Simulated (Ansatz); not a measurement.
`C/C(O)=[N]\[SbH2]` + `[OH][GaH2]` → `[GaH2][O][SbH2]` + `CC(=N)O` at 500 K and 1 bar (ligand exchange at the Sb–N bond).

Calculated with Ansatz (gas phase, PBE0-D4/def2-TZVP geometries, no zero-point term in ΔE). CBS: MP2 limit from def2 TZ/QZ plus the TZ coupled-cluster correction, frozen cores. def2 core potentials past Kr. For Ga, Sb outer-core shells are correlated without core-valence functions, which leaves a few kJ/mol of doubt a bond. Scalar relativity is left out up to krypton. Each species was taken in one conformer, which may not be the lowest.

| species | CCSD(T)/CBS energy (Eh) | H − E (kJ/mol) | S (J/(mol·K)) |
| --- | --- | --- | --- |
| `C/C(O)=[N]\[SbH2]` | -449.58570 | 250.6 | 433.3 |
| `[OH][GaH2]` | -2000.92981 | 96.0 | 296.8 |
| `[GaH2][O][SbH2]` | -2241.53579 | 119.2 | 400.4 |
| `CC(=N)O` | -208.98810 | 228.2 | 330.0 |

H − E and S are ideal-gas, rigid-rotor, harmonic terms from PBE0-D4/def2-TZVP, for one conformer and one mirror image of each species. 1 Eh = 2625.50 kJ/mol, R = 8.31446 J/(mol·K).

Q: By hand: ΔE, ΔH, ΔS and ΔG.

A: ΔE = (-2241.53579) + (-208.98810) − (-449.58570) − (-2000.92981) = -0.00838 Eh = -22.0 kJ/mol. Δ(H − E) = 119.2 + 228.2 − 250.6 − 96.0 = 0.8, so ΔH = -21.2 kJ/mol. ΔS = 400.4 + 330.0 − 433.3 − 296.8 = 0.3 J/(mol·K). ΔG = -21.2 − 500 × (0.3)/1000 = -21.3 kJ/mol.

Q: By hand: the equilibrium constant, and the temperature at which ΔG would vanish if ΔH and ΔS stayed fixed.

A: log₁₀ K = −ΔG/(RT ln 10) = 2.2. ΔH and −TΔS have one sign here, so there is no such temperature. One of them is within its doubt of zero, so this could turn.

The number of gas molecules stays the same, so ΔS is small and ΔH decides. A doubt of 5 kJ/mol in ΔE shifts log₁₀ K by 0.5 here. Other conformers and mirror images would add mixing entropy, several J/(mol·K) or more a flexible species. Modes under 60 cm⁻¹, often nearly free rotors, make the harmonic entropy too high. These are equilibria of isolated gas molecules and say nothing of rates. Largest T1 diagnostic: 0.016 (customary marks: 0.02 for closed shells, 0.045 for open ones).
